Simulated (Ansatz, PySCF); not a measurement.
SiFCl2, SMILES F[Si](Cl)Cl, multiplicity 2. Atoms are numbered in the order given.

```xyz
4

Si     0.4690    -0.3740     0.0000
F     -0.2993    -1.7960     0.0000
Cl    -0.1101     0.6487    -1.6852
Cl    -0.1101     0.6487     1.6852
```
Charge 0, spin multiplicity 2.

The structure is a stationary point at PBE0-D3(BJ)/def2-SVP.

Two levels are set side by side: PBE-D3(BJ)/def2-SVP (Ansatz, a program for electronic structure) and PBE0-D3(BJ)/def2-SVP (PySCF). Each level has its own optimised geometry; the coordinates shown are those of the second. Frequencies come from the Hessian of PySCF at each geometry. Differences are taken from unrounded values.

```csv
quantity,PBE0-D3(BJ),PBE-D3(BJ),PBE-D3(BJ) minus PBE0-D3(BJ)
mean bond length (Å),1.908,1.928,0.020
bond Si1–F2 (Å),1.616,1.634,0.018
bond Si1–Cl3 (Å),2.055,2.075,0.021
bond Si1–Cl4 (Å),2.055,2.075,0.021
highest harmonic wavenumber (cm⁻¹),910,869,-40
mean harmonic wavenumber (cm⁻¹),452,431,-22
zero-point energy (kcal/mol),3.88,3.69,-0.19
```

GGA bonds tend to be longer and softer than those of functionals with exact exchange. Differences between two approximate levels are no errors against the true value.
